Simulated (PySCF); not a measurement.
C$_{3}$H$_{9}$AlO$_{2}$ (SMILES CC(C)[O][AlH][OH]), singlet, geometry from GFN2-xTB (such geometries of metal compounds can be far from the true shape); DF-CAMB3LYP/def2-TZVPD run with PySCF.

The PySCF input:
```python
from pyscf import gto, scf, dft

mol = gto.M(
    atom='''
Al   -0.28256627    1.06696800    1.17832448
H    -1.46788192    0.99262310    2.08772957
O     0.87843621    2.14853019    1.60277375
H     1.53443642    2.77750068    1.86559740
O    -0.34648878    0.06147963   -0.12227580
C    -0.37378424   -0.87232991   -1.15974686
C    -0.76256876   -2.24429645   -0.61224278
C     0.98630638   -0.92457117   -1.85405622
H    -1.13480535   -0.54830209   -1.88614959
H    -0.01828851   -2.57326454    0.10996979
H    -0.82534865   -2.97078837   -1.41818589
H    -1.72559673   -2.18089321   -0.11159329
H     1.24717817    0.06263281   -2.22799405
H     1.74667128   -1.23681317   -1.14137800
H     0.96169685   -1.62617286   -2.68392246
''',
    basis='def2-tzvpd',
    verbose=4,
    max_memory=1800,
)

mf = dft.RKS(mol)
mf.xc = 'camb3lyp'
mf = mf.density_fit(auxbasis='def2-universal-jkfit')
mf.kernel()
```

Question: Predict the main parts of the log of this PySCF run.

Answer: 
```
PySCF version 2.14.0

[INPUT] verbose = 4
[INPUT] num. atoms = 15
[INPUT] num. electrons = 56
[INPUT] charge = 0
[INPUT] spin (= nelec alpha-beta = 2S) = 0
[INPUT] symmetry False subgroup None
[INPUT] Mole.unit = angstrom
[INPUT] Symbol           X                Y                Z      unit          X                Y                Z       unit  Magmom
[INPUT]  1 Al    -0.282566270000   1.066968000000   1.178324480000 AA   -0.533972862340   2.016277303675   2.226710553071 Bohr   0.0
[INPUT]  2 H     -1.467881920000   0.992623100000   2.087729570000 AA   -2.773894812001   1.875785803917   3.945237109456 Bohr   0.0
[INPUT]  3 O      0.878436210000   2.148530190000   1.602773750000 AA    1.660003854801   4.060133629460   3.028803427142 Bohr   0.0
[INPUT]  4 H      1.534436420000   2.777500680000   1.865597400000 AA    2.899664589358   5.248715595993   3.525468144701 Bohr   0.0
[INPUT]  5 O     -0.346488780000   0.061479630000  -0.122275800000 AA   -0.654768899435   0.116179662940  -0.231067773662 Bohr   0.0
[INPUT]  6 C     -0.373784240000  -0.872329910000  -1.159746860000 AA   -0.706349843279  -1.648464620166  -2.191603939224 Bohr   0.0
[INPUT]  7 C     -0.762568760000  -2.244296450000  -0.612242780000 AA   -1.441046107549  -4.241105632834  -1.156971175942 Bohr   0.0
[INPUT]  8 C      0.986306380000  -0.924571170000  -1.854056220000 AA    1.863848933111  -1.747186293969  -3.503658475346 Bohr   0.0
[INPUT]  9 H     -1.134805350000  -0.548302090000  -1.886149590000 AA   -2.144471316191  -1.036140783627  -3.564306155061 Bohr   0.0
[INPUT] 10 H     -0.018288510000  -2.573264540000   0.109969790000 AA   -0.034560275126  -4.862765226655   0.207812785076 Bohr   0.0
[INPUT] 11 H     -0.825348650000  -2.970788370000  -1.418185890000 AA   -1.559682905780  -5.613976393343  -2.679982925823 Bohr   0.0
[INPUT] 12 H     -1.725596730000  -2.180893210000  -0.111593290000 AA   -3.260905221145  -4.121290873824  -0.210880755439 Bohr   0.0
[INPUT] 13 H      1.247178170000   0.062632810000  -2.227994050000 AA    2.356825169836   0.118358857312  -4.210298561661 Bohr   0.0
[INPUT] 14 H      1.746671280000  -1.236813170000  -1.141378000000 AA    3.300730348843  -2.337238158555  -2.156891824604 Bohr   0.0
[INPUT] 15 H      0.961696850000  -1.626172860000  -2.683922460000 AA    1.817343661357  -3.073021336601  -5.071878388969 Bohr   0.0

nuclear repulsion = 295.189870813397
number of shells = 127
number of NR pGTOs = 434
number of NR cGTOs = 315
basis = def2-tzvpd
ecp = {}

******** <class 'pyscf.df.df_jk.DFRKS'> ********
method = DFRKS
initial guess = minao
damping factor = 0
level_shift factor = 0
DIIS = <class 'pyscf.scf.diis.CDIIS'>
diis_start_cycle = 1
diis_space = 8
diis_damp = 0
SCF conv_tol = 1e-09
SCF conv_tol_grad = None
SCF max_cycles = 50
direct_scf = False
XC library pyscf.dft.libxc version 7.1.2
    S. Lehtola, C. Steigemann, M. J. T. Oliveira, and M. A. L. Marques,  SoftwareX 7, 1–5 (2018)
XC functionals = camb3lyp
    T. Yanai, D. P. Tew, and N. C. Handy,  Chem. Phys. Lett. 393, 51 (2004)
radial grids:
    Treutler-Ahlrichs [JCP 102, 346 (1995); DOI:10.1063/1.469408] (M4) radial grids

becke partition: Becke, JCP 88, 2547 (1988); DOI:10.1063/1.454033
pruning grids: <function nwchem_prune>
grids dens level: 3
symmetrized grids: False
atomic radii adjust function: <function treutler_atomic_radii_adjust>
small_rho_cutoff = 0
Set gradient conv threshold to 3.16228e-05
Initial guess from minao.
tot grids = 177976
******** <class 'pyscf.df.df.DF'> ********
auxbasis = def2-universal-jkfit
Create RSH-DF object <pyscf.df.df.DF object> for omega=0.33
******** <class 'pyscf.df.df.DF'> ********
auxbasis = auxmol.basis = def2-universal-jkfit
init E= -513.136549166787
  HOMO = -0.359172683426596  LUMO = -0.0525358630435178  gap/eV = 8.34401
cycle= 1 E= -512.504287743818  delta_E= 0.632  |g|= 1.11  |ddm|= 4.18
  HOMO = -0.172386356427493  LUMO = 0.0283838931659672  gap/eV = 5.46324
cycle= 2 E= -512.29219897556  delta_E= 0.212  |g|= 1.58  |ddm|= 2.88
  HOMO = -0.34292862771102  LUMO = 0.0116702415427136  gap/eV = 9.64913
cycle= 3 E= -512.723237374595  delta_E= -0.431  |g|= 0.09  |ddm|= 1.38
  HOMO = -0.339029942922279  LUMO = 0.0132847152592729  gap/eV = 9.58697
cycle= 4 E= -512.724539405333  delta_E= -0.0013  |g|= 0.0465  |ddm|= 0.142
  HOMO = -0.34161437819356  LUMO = 0.0135703037517362  gap/eV = 9.66507
cycle= 5 E= -512.724979876089  delta_E= -0.00044  |g|= 0.0119  |ddm|= 0.0578
  HOMO = -0.340360564517554  LUMO = 0.0134450466531071  gap/eV = 9.62754
cycle= 6 E= -512.725001586026  delta_E= -2.17e-05  |g|= 0.00431  |ddm|= 0.0138
  HOMO = -0.340788407914202  LUMO = 0.0134243292433583  gap/eV = 9.63862
cycle= 7 E= -512.725005085392  delta_E= -3.5e-06  |g|= 0.000672  |ddm|= 0.00526
  HOMO = -0.340822119629702  LUMO = 0.0134141994927693  gap/eV = 9.63926
cycle= 8 E= -512.725005211979  delta_E= -1.27e-07  |g|= 0.000121  |ddm|= 0.00158
  HOMO = -0.340799471434666  LUMO = 0.0134174160651958  gap/eV = 9.63873
cycle= 9 E= -512.72500521704  delta_E= -5.06e-09  |g|= 6.06e-05  |ddm|= 0.000415
  HOMO = -0.340805844837199  LUMO = 0.0134177631678955  gap/eV = 9.63892
cycle= 10 E= -512.725005218043  delta_E= -1e-09  |g|= 1.19e-05  |ddm|= 0.00014
  HOMO = -0.340805748766269  LUMO = 0.0134176161256416  gap/eV = 9.63891
cycle= 11 E= -512.725005218098  delta_E= -5.55e-11  |g|= 3.12e-06  |ddm|= 4.05e-05
  HOMO = -0.340806086013591  LUMO = 0.0134175165914244  gap/eV = 9.63892
Extra cycle  E= -512.7250052181  delta_E= -1.82e-12  |g|= 2.27e-06  |ddm|= 1.16e-05
converged SCF energy = -512.7250052181
```
